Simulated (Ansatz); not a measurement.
Reaction (ligand exchange at a B–C bond): `FBC1N[SiH2]1` + `CC[SeH]` → `CC[Se]BF` + `C1N[SiH2]1`

Computed with Ansatz on PBE0-D4/def2-TZVP structures; ΔE is electronic, products minus reactants. CCSD(T)/CBS is the MP2 limit (def2-TZVPP, def2-QZVPP) plus CCSD(T) − MP2 in def2-TZVPP, frozen cores. DFT in def2-TZVPP. B3LYP here is the variant with VWN-RPA as its local correlation; programs differ in this. For Se outer-core shells are correlated without core-valence functions, which leaves a few kJ/mol of doubt a bond. Scalar relativity is left out up to krypton. Each species was taken in one conformer, which may not be the lowest.

| level | ΔE (kJ/mol) | difference from CCSD(T)/CBS |
| --- | --- | --- |
| PBE-D4 | -43.1 | 0.4 |
| r2SCAN-D4 | -42.9 | 0.6 |
| PBE0-D4 | -41.6 | 1.9 |
| B3LYP-D4 | -40.2 | 3.3 |
| ωB97X-V | -41.5 | 2.0 |
| ωB97M-V | -38.9 | 4.6 |
| B2PLYP | -42.0 | 1.5 |
| PBE | -42.8 | 0.7 |
| r2SCAN | -42.8 | 0.7 |
| PBE0 | -41.4 | 2.1 |
| B3LYP | -39.9 | 3.6 |
| HF/def2-TZVPP | -37.6 | 5.9 |
| MP2/def2-TZVPP | -45.1 | -1.6 |
| SCS-MP2/def2-TZVPP | -43.7 | -0.2 |
| CCSD/def2-TZVPP | -41.8 | 1.7 |
| CCSD(T)/def2-TZVPP | -43.0 | 0.5 |
| HF/def2-QZVPP | -36.8 | 6.7 |
| MP2/def2-QZVPP | -45.1 | -1.6 |
| SCS-MP2/def2-QZVPP | -43.5 | 0.0 |
| HF/CBS(def2) | -36.7 | 6.8 |
| MP2/CBS(def2) | -45.6 | -2.1 |
| CCSD/CBS(def2) | -42.3 | 1.2 |
| CCSD(T)/CBS | -43.5 | 0 |

Largest T1 diagnostic among the species: 0.013.

In def2-TZVPP, CCSD(T) changes the Hartree–Fock value by −5.4 kJ/mol (the triples alone add −1.2 kJ/mol) and MP2 by −7.5 kJ/mol.
